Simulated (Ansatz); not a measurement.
Abridged output of a molecular run in Ansatz:

```
Functional definition: HF
1516 factors; integrals over basis functions are off by at most 1.1e-3 eV
mean field evaluation 1: about -32498.8729 eV, gradient 4.2e1 eV
mean field evaluation 2: about -32499.1407 eV, gradient 4.3e1 eV
mean field evaluation 4: about -32502.9120 eV, gradient 3.4e0 eV
mean field evaluation 8: about -32502.9681 eV, gradient 2.2e-1 eV
mean field -32502.96832457 eV, -1194.4620546246 hartree, gradient 3.2e-6 eV, S^2 0.000000; 0 other end points of the search recorded, 0 dependent functions left out
17 core orbitals not correlated: weight in the atoms' cores, before any rotation towards them, 1.000 or more for the frozen orbitals, at most 0.000 for the correlated occupied ones
reference -32502.96832457 eV, -1194.4620546246 hartree; 16, 16 occupied and 225, 225 virtual orbitals, 1516 factors
second order -24.23348130 eV of doubles, -0.00000000 eV of singles
cycle   1  -24.90335960 eV  change   -6.7e-1 eV  update   1.0e-1
cycle   2  -25.47040100 eV  change   -5.7e-1 eV  update   2.9e-2
cycle   3  -25.58880618 eV  change   -1.2e-1 eV  update   1.4e-2
cycle   4  -25.57617392 eV  change    1.3e-2 eV  update   3.1e-3
cycle   5  -25.57432575 eV  change    1.8e-3 eV  update   1.3e-3
cycle   6  -25.57488304 eV  change   -5.6e-4 eV  update   4.1e-4
cycle   7  -25.57470446 eV  change    1.8e-4 eV  update   1.4e-4
cycle   8  -25.57465210 eV  change    5.2e-5 eV  update   4.4e-5
cycle   9  -25.57467025 eV  change   -1.8e-5 eV  update   1.7e-5
perturbative correction -0.90555385 eV, -0.0332784902 hartree
Total energy: -32529.44854866 eV, -1195.4351849113 hartree
```

Its atoms:

```xyz
10

F    -0.693    0.911    2.402
Si   -1.163    0.434    0.950
N    -0.009   -0.601    0.223
Si    1.191   -0.183   -0.928
Cl    0.659   -0.734   -2.839
H    -1.289    1.645    0.112
H    -2.436   -0.291    1.149
H    -0.056   -1.578    0.482
H     2.457   -0.891   -0.640
H     1.339    1.287   -0.911
```

(1) Which basis set was used?
A. def2-SVPD
B. def2-SVP
C. def2-TZVPP
D. cc-pV(D+d)Z

(2) Write the keys of the input that set method, charge and spin (a neutral closed shell needs none for the last two).

Answers

(1) C. It gives 258 functions.

(2) 
```yaml
correlation: {method: ccsd_t}
```
